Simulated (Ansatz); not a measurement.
One change: `[AlH2][CH](S)[GeH3]` becomes `C[CH]([AlH2])[GeH3]`.

Ansatz, PBE0-D4/def2-TZVP geometries, multiplicity 1. Each molecule was computed in one conformer, which needn't be the lowest.

Scalar relativity is left out up to krypton.

```csv
property,`[AlH2][CH](S)[GeH3]`
LUMO energy (PBE/def2-TZVPP) / eV,-2.42
HOMO energy (PBE/def2-TZVPP) / eV,-5.60
LUMO energy (ωB97M-V/def2-TZVPP) / eV,-0.05
HOMO energy (ωB97M-V/def2-TZVPP) / eV,-8.97
size of the dipole moment (PBE/def2-TZVPP) / D,1.26
LUMO energy (B3LYP/def2-TZVPP) / eV,-1.86
```

Task: Give the same properties after the change, and the shifts. (Best estimate.)

Result: Computed: 
```json
{"property": "LUMO energy (PBE/def2-TZVPP) / eV", "`C[CH]([AlH2])[GeH3]`": "-2.23", "shift": "0.19"}
{"property": "HOMO energy (PBE/def2-TZVPP) / eV", "`C[CH]([AlH2])[GeH3]`": "-6.31", "shift": "-0.71"}
{"property": "LUMO energy (ωB97M-V/def2-TZVPP) / eV", "`C[CH]([AlH2])[GeH3]`": "0.10", "shift": "0.15"}
{"property": "HOMO energy (ωB97M-V/def2-TZVPP) / eV", "`C[CH]([AlH2])[GeH3]`": "-9.63", "shift": "-0.66"}
{"property": "size of the dipole moment (PBE/def2-TZVPP) / D", "`C[CH]([AlH2])[GeH3]`": "1.08", "shift": "-0.18"}
{"property": "LUMO energy (B3LYP/def2-TZVPP) / eV", "`C[CH]([AlH2])[GeH3]`": "-1.68", "shift": "0.18"}
```

With PBE0 the HOMO falls by 0.69 eV and the LUMO rises by 0.18 eV, so the gap widens by about 0.87 eV. PBE moves the HOMO by -0.71 eV and ωB97M-V by -0.66 eV. Dipoles are sizes alone; their direction can turn.

B3LYP here is the variant with VWN-RPA as its local correlation; programs differ in this.
